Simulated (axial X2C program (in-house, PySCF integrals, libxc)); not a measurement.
## Which molecule gave these maps?

PBE0 fields computed with an axial X2C code built on PySCF integrals, with spin–orbit coupling, near the equilibrium distance, one atom at z = 0.

The maps cover the half plane through the axis: z from -2.4 to 3.6 Å along the bond, ρ from 0.15 to 2.25 Å away from it.

log10 of the density in e/bohr³:

```
 ρ\z  -2.4  -1.8  -1.2  -0.6   0.0   0.6   1.2   1.8   2.4   3.0   3.6
0.15  -3.9  -2.6  -1.5  -0.5   1.4  -0.5  -0.5   0.0  -1.1  -2.3  -3.5
0.45  -3.9  -2.7  -1.7  -0.8   0.1  -0.7  -0.7  -0.7  -1.3  -2.4  -3.5
0.75  -4.1  -2.9  -1.9  -1.1  -0.8  -1.0  -1.1  -1.1  -1.7  -2.6  -3.7
1.05  -4.3  -3.2  -2.2  -1.5  -1.2  -1.4  -1.5  -1.6  -2.1  -3.0  -3.9
1.35  -4.5  -3.5  -2.6  -2.0  -1.7  -1.8  -2.0  -2.2  -2.6  -3.3  -4.2
1.65  -4.7  -3.8  -3.0  -2.5  -2.2  -2.3  -2.5  -2.7  -3.1  -3.8  -4.6
1.95  -5.0  -4.2  -3.5  -3.0  -2.7  -2.8  -3.0  -3.2  -3.6  -4.2  -4.9
2.25  -5.3  -4.6  -4.0  -3.5  -3.3  -3.3  -3.5  -3.7  -4.1  -4.6  -5.4
```

Electron localisation function (collinear form, no current term, damped to 0 at low density):

```
 ρ\z  -2.4  -1.8  -1.2  -0.6   0.0   0.6   1.2   1.8   2.4   3.0   3.6
0.15  0.00  0.34  0.81  0.21  0.24  0.15  0.54  0.34  0.95  0.84  0.09
0.45  0.00  0.29  0.80  0.37  0.49  0.28  0.81  0.55  0.93  0.79  0.06
0.75  0.00  0.20  0.76  0.76  0.32  0.62  0.81  0.83  0.87  0.63  0.02
1.05  0.00  0.10  0.63  0.84  0.77  0.70  0.70  0.72  0.71  0.32  0.01
1.35  0.00  0.03  0.42  0.74  0.76  0.61  0.54  0.48  0.38  0.08  0.00
1.65  0.00  0.01  0.18  0.50  0.57  0.44  0.33  0.22  0.12  0.01  0.00
1.95  0.00  0.00  0.04  0.21  0.30  0.23  0.14  0.07  0.02  0.00  0.00
2.25  0.00  0.00  0.00  0.04  0.08  0.06  0.03  0.01  0.00  0.00  0.00
```

Axial spin density in 10⁻³ e/bohr³:

```
 ρ\z  -2.4  -1.8  -1.2  -0.6    0.0   0.6   1.2    1.8   2.4  3.0  3.6
0.15   0.0   0.6   5.6  13.9  -22.8  20.6  43.8  120.2  64.3  4.9  0.3
0.45   0.0   0.4   3.5   5.9   -2.0   9.7  17.8   81.7  36.9  3.5  0.3
0.75   0.0   0.2   1.3  -1.3  -14.2  -0.5   6.9   26.6  14.3  1.9  0.2
1.05   0.0   0.1   0.3  -2.2   -8.2  -2.3   2.3    7.2   4.5  0.8  0.1
1.35   0.0   0.0   0.0  -1.2   -3.1  -1.3   0.6    1.9   1.3  0.3  0.0
1.65   0.0   0.0  -0.1  -0.5   -1.0  -0.5   0.1    0.5   0.4  0.1  0.0
1.95   0.0   0.0   0.0  -0.2   -0.3  -0.2   0.0    0.1   0.1  0.0  0.0
2.25   0.0   0.0   0.0  -0.1   -0.1  -0.1   0.0    0.0   0.0  0.0  0.0
```

Task: Which molecule is it?
A. YS⁻
B. NaPd⁺
C. CSe⁺
D. BeCl⁻

Result: C. CSe⁺, with Se at z = 0 and C at z = 1.627 Å, state Ω = 1/2 (⟨Sz⟩ = 0.50, ⟨Lz⟩ = 0.00 at PBE0), basis Se dyall-cv3z [8s9p6d4f1g], C dyall-v3z [7s6p2d1f] (cores contracted in-house). Occupations by symmetry block were frozen at the best pattern of an incomplete PBE0 search. Density functionals use the spin component along the axis (collinear). The determinant is spin-polarised beyond a pure state at some levels (its spin-free form has ⟨S²⟩ too high), which makes Re and μ there less reliable.
